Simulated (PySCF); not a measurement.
## Calculated data, BGeH4NO

All values are calculated (PySCF 2.14.0). Calculation on a computer-drawn molecule: the log of a Hartree-Fock and frozen-core CCSD(T) single point meant for a local Hartree-Fock minimum, with one planted fault or none, to be diagnosed. Offsets are logged minus clean, where the clean run is the same molecule without the fault. The reference is restricted for singlets and unrestricted otherwise, and also for a bond in bohr or an excited solution. Adding or removing an electron swaps singlet and doublet. The excited solution moves the top pair (singlet) or top alpha electron (doublet) to the lowest empty orbital. Highest occupied and lowest empty are orbital energies over both spins, largest force is the largest gradient component, triples share is (T) over the correlation energy, the T1 limit is 0.02 restricted and 0.045 unrestricted, electrons count all cores, a negative frequency is imaginary (commonest isotopes), and the dipole is about the centre of nuclear charge; on germanium a core potential holds 10 electrons, which the energies leave out, and 3d is frozen in MP2 and coupled-cluster steps.

Entry: BGeH4NO

Logged structure:
```xyz
8
BGeH4NO
B     -1.0690    -1.4688    -0.1568
Ge     0.1466    -0.2540     1.0014
N     -0.0704     1.4011     1.1547
O      1.4548    -1.1135     1.8318
H     -1.9675    -0.9618    -0.7523
H     -0.8742    -2.6461    -0.2251
H      0.6015     1.8587     1.7551
H      1.4944    -2.0477     1.6852
```

- meant charge: 0
- meant multiplicity: 1
- meant basis: cc-pVDZ
- meant basis and core potential on germanium: cc-pVDZ-PP ECP10MDF
- logged electrons: 56
- logged basis functions: 85
- logged SCF converged: yes
- logged spin squared: 0
- logged highest occupied: -9.467 eV
- logged lowest empty: 0.069396 eV
- logged largest force: 4.157e-05 hartree/bohr
- logged lowest frequency: 94.858 cm⁻¹
- logged T1 diagnostic: 0.022693
- logged D1 diagnostic: 0.08837
- logged triples share: 0.033144
- logged CC converged: yes
- logged dipole magnitude: 4.1069 debye
- logged SCF stable within its kind: yes
- logged energy HF: -449.64069 hartree
- logged energy CCSD(T): -450.22458 hartree
- possible faults: no fault, one electron removed, one electron added, multiplicity raised by two, geometry at a saddle point, SCF held on an excited solution, minimal basis STO-3G, one bond length entered in bohr, all coordinates scaled
- planted fault: no fault
- HF energy offset from clean run: 0 kcal/mol
- CCSD(T) energy offset from clean run: 0 kcal/mol

Drawn bonds:
```
atom  other atom  order
   1           2      1
   2           3      2
   2           4      1
   1           5      1
   1           6      1
   3           7      1
   4           8      1
```

Notes: T1 above single-reference limit.
